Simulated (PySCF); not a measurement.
Isomers of C3H9NOSi2, one conformer each; single-point electronic energies without zero-point terms and without any empirical dispersion term.

All values: PBE0/pcSseg-1 (PySCF, non-relativistic), each on one gas-phase PBE0-D3(BJ)/def2-SVP geometry that isn't relaxed in the solvent. The solvent is an IEF-PCM continuum (van der Waals radii × 1.2). The model holds no explicit solvent molecules, cavitation or dispersion.

```
                     isomer  relative energy, gas (kcal/mol)  dipole (D)
      `O=CN[SiH]1C[SiH2]C1`                              0.0        3.22
`N(/C(=C/[SiH3])[SiH3])C=O`                             44.7        3.66
```

How do the relative energies look in chloroform (ε = 4.711)?

| isomer | relative energy, solvent (kcal/mol) | E(solvent) − E(gas) (kcal/mol) | dipole in solvent (D) |
| --- | --- | --- | --- |
| `O=CN[SiH]1C[SiH2]C1` | 0.0 | -5.2 | 4.00 |
| `N(/C(=C/[SiH3])[SiH3])C=O` | 44.9 | -5.1 | 4.61 |

The order is unchanged. Conformers: `[O:1]=[CH:2][NH:3][SiH:4]1[CH2:5][SiH2:6][CH2:7]1` with O1–C2–N3–Si4 0°, C2–N3–Si4–C5 -166°, N3–Si4–C5–Si6 96°, Si4–C5–Si6–C7 16°, C5–Si6–C7–Si4 -17°, N3–Si4–C7–Si6 -91°; `[O:1]=[CH:2][NH:3]/[C:4]([SiH3:5])=[CH:6]/[SiH3:7]` with O1–C2–N3–C4 0°, C2–N3–C4–Si5 -3°. The gains span 0.1 kcal/mol, the gas-phase energies 44.7 kcal/mol.
